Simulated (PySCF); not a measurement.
The potential of point charges around `CNBC(C)C`

Species: `CNBC(C)C`. Coordinates (PBE0-D3(BJ)/def2-SVP, Å) and charges (e) from the PBE0/pcSseg-1 density (PySCF):

```
atom       x       y       z  Mulliken      IAO  Hirshfeld  ESP-fitted
  C1   2.844  -0.311   0.674   -0.0938  -0.2907    -0.0575     -0.2282
  N2   1.440  -0.508   0.422   -0.5231  -0.3516    -0.1601     -0.2473
  B3   0.371   0.148   1.026   +0.3637  +0.1045    +0.1217     -0.0309
  C4  -1.139  -0.165   0.657   -0.5080  -0.2337    -0.0919     +0.3234
  C5  -1.332  -1.260  -0.388   -0.2685  -0.4040    -0.1182     -0.4717
  C6  -1.865   1.124   0.257   -0.2669  -0.3941    -0.1139     -0.4637
  H7   3.333  -1.233   1.035   +0.1123  +0.1356    +0.0415     +0.0859
  H8   2.971   0.461   1.445   +0.1238  +0.1521    +0.0510     +0.1237
  H9   3.384   0.020  -0.229   +0.1130  +0.1357    +0.0416     +0.0910
 H10   1.242  -1.212  -0.281   +0.1908  +0.2558    +0.1193     +0.2595
 H11   0.633   0.992   1.862   -0.0267  -0.0167    -0.0735     -0.0628
 H12  -1.597  -0.511   1.606   +0.1271  +0.1379    +0.0350     -0.0066
 H13  -2.399  -1.467  -0.575   +0.1154  +0.1328    +0.0353     +0.1206
 H14  -0.890  -0.972  -1.358   +0.0999  +0.1215    +0.0317     +0.0967
 H15  -0.868  -2.212  -0.079   +0.1080  +0.1255    +0.0338     +0.0837
 H16  -1.456   1.537  -0.680   +0.1043  +0.1255    +0.0332     +0.1224
 H17  -2.942   0.950   0.093   +0.1097  +0.1277    +0.0332     +0.1013
 H18  -1.764   1.903   1.029   +0.1187  +0.1359    +0.0381     +0.1031
```

Points outside the species (Å): A (2.5, 2.4, -3.4); B (8.3, -4.6, 4.8); C (6.8, -0.1, -0.8); D (6.0, 4.7, -0.9); E (-1.7, 2.4, 4.5).

Question: Find the potential V = 14.3996 V·Å × Σ q/r of each set of charges at these points.

Answer: In volts:

| point | nearest atom | distance (Å) | Mulliken | IAO | Hirshfeld | ESP-fitted |
| --- | --- | --- | --- | --- | --- | --- |
| A | H9 | 4.06 | +0.001 | -0.015 | +0.028 | +0.027 |
| B | H7 | 7.08 | +0.071 | +0.051 | +0.034 | +0.035 |
| C | H9 | 3.47 | +0.272 | +0.195 | +0.119 | +0.136 |
| D | H9 | 5.40 | +0.105 | +0.047 | +0.032 | +0.023 |
| E | H18 | 3.51 | -0.104 | -0.127 | -0.112 | -0.144 |

Question: How far are the other sets from the ESP-fitted one at these points?

Answer: Root-mean-square difference: Hirshfeld 0.016 V, IAO 0.036 V, Mulliken 0.076 V. The ESP scheme is a least-squares fit of atom-centred charges to the potential on four shells outside the van der Waals surface, with the total charge fixed.

Question: What energy would a point charge of +3 e have at E in the field of the ESP charges, leaving out polarisation?

Answer: -0.432 eV = -41.7 kJ/mol, an attraction.

Geometry: PBE0-D3(BJ)/def2-SVP, one conformer, isolated molecule.

The run behind these numbers computed NMR shieldings as well. Hardware: an Arm Neoverse V1 with one thread, shared host. Cost: 20 s.

The values belong to the conformer `[CH3:1][NH:2][BH:3][CH:4]([CH3:5])[CH3:6]`: C1–N2–B3–C4 180°, N2–B3–C4–C5 1°.
